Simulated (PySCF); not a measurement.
C3H5NSi2, SMILES C#CC1=N[SiH2][SiH2]1.

The structure is a stationary point at ωB97X-D3(BJ)/def2-SVP. This is a generated structure with no PubChem entry under its InChIKey; it may be hypothetical.

Two levels are set side by side: PBE/def2-TZVP (PySCF) and M06-2X/def2-TZVP (PySCF). Same geometry, gas phase. Differences are taken from unrounded values.

```json
[
 {"quantity": "orbital gap (eV)", "M06-2X": "7.35"},
 {"quantity": "highest occupied level (eV)", "M06-2X": "-8.27"},
 {"quantity": "lowest empty level (eV)", "M06-2X": "-0.92"},
 {"quantity": "dipole moment (D)", "M06-2X": "1.96"},
 {"quantity": "mean polarisability (bohr³)", "M06-2X": "94.5"}
]
```

**Question.** What does PBE give, and how far is it from M06-2X? (An estimate is asked for; the answer gives what the named calculation found.)

**Answer.** 
```
quantity                       PBE  PBE minus M06-2X
---------------------------  -----  ----------------
orbital gap (eV)              2.80             -4.55
highest occupied level (eV)  -5.69              2.58
lowest empty level (eV)      -2.89             -1.97
dipole moment (D)             1.63             -0.33
mean polarisability (bohr³)  100.3               5.8
```

PBE's occupied levels lie high since its potential decays too fast outside the molecule; exact exchange lowers them and widens the gap. Loosely held outer electrons make PBE densities more polarisable. Differences between two approximate levels are no errors against the true value.

Rough cost on one machine, each run with all the roots and properties that it gave: M06-2X against PBE about 4 times.
